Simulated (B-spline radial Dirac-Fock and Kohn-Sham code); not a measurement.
# Relativistic shifts of the levels of La⁺

System: La⁺ in the configuration [Xe] 5d2.

Both columns are ΔSCF binding energies of the configuration average from a radial atomic solver: non-relativistic Hartree-Fock with a point nucleus, and Dirac-Fock with a finite nucleus and the Coulomb interaction alone, averaged over the two j levels with weights 2j+1.

```
shell  Hartree-Fock (eV)  Dirac-Fock (eV)  shift (eV)  shift (%)
   1s            37278.8          39087.4    +1808.54      +4.85
   2s             5852.0           6304.8     +452.79      +7.74
   2p             5512.1           5648.9     +136.83      +2.48
   3s             1288.3           1388.2      +99.84      +7.75
   3p             1141.3           1173.1      +31.83      +2.79
   3d              869.9            857.3      -12.68      -1.46
   4s              277.7            299.4      +21.62      +7.79
   4p              221.2            226.7       +5.54      +2.50
   4d              120.8            117.1       -3.65      -3.02
   5s              47.62            51.10       +3.48      +7.30
   5p              30.44            31.00       +0.56      +1.83
   5d              10.22             9.81       -0.41      -3.97
```

Relativity binds 1s, 2s, 2p, 3s, 3p, 4s, 4p, 5s, 5p more strongly, among those listed most of all 4s in relative terms, and 3d, 4d, 5d more weakly, because the contracted s and p shells screen the nucleus better.

Values without a named source are computed, but for edge energies of neutral atoms, which are taken from tables.
